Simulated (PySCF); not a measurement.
# Titanium: a sound run and one with changed settings

Sound run: Ti⁺ [Ar] 3d2 4s1, Ti²⁺ [Ar] 3d2. Computed with PySCF 2.14 in pcseg-2, with no relativity, point nucleus. In the sound run the correlated levels freeze [Ar]. The sound run starts from symmetry-adapted Hartree-Fock orbitals and uses a fine grid where one is needed.

Changed run: basis STO-3G. This setting is unsound on purpose.

```json
{"species": "Ti⁺", "method": "UHF", "sound run (hartree)": "-848.19356", "changed run (hartree)": "-839.44286", "converged": "yes"}
{"species": "Ti⁺", "method": "MN15", "sound run (hartree)": "-849.12941", "changed run (hartree)": "-838.78164", "converged": "yes"}
{"species": "Ti⁺", "method": "LDA", "sound run (hartree)": "-847.05179", "changed run (hartree)": "-838.10581", "converged": "yes"}
{"species": "Ti⁺", "method": "MP2", "sound run (hartree)": "-848.20358", "changed run (hartree)": "-839.44286", "converged": "yes"}
{"species": "Ti²⁺", "method": "UHF", "sound run (hartree)": "-847.72082", "changed run (hartree)": "-838.95528", "converged": "yes"}
{"species": "Ti²⁺", "method": "MN15", "sound run (hartree)": "-848.64100", "changed run (hartree)": "-838.27307", "converged": "yes"}
{"species": "Ti²⁺", "method": "LDA", "sound run (hartree)": "-846.53351", "changed run (hartree)": "-837.56634", "converged": "yes"}
{"species": "Ti²⁺", "method": "MP2", "sound run (hartree)": "-847.72488", "changed run (hartree)": "-838.95528", "converged": "yes"}
```

Ionisation energy of Ti⁺:

| method | sound run (eV) | changed run (eV) |
| --- | --- | --- |
| UHF | 12.864 | 13.268 |
| MN15 | 13.290 | 13.839 |
| LDA | 14.103 | 14.680 |
| MP2 | 13.026 | 13.268 |
| SCS-MP2 | 12.918 | 13.268 |

A minimal basis cannot let orbitals breathe on ionisation and holds almost no correlation.

For comparison, NIST gives 13.575 eV between the lowest levels.
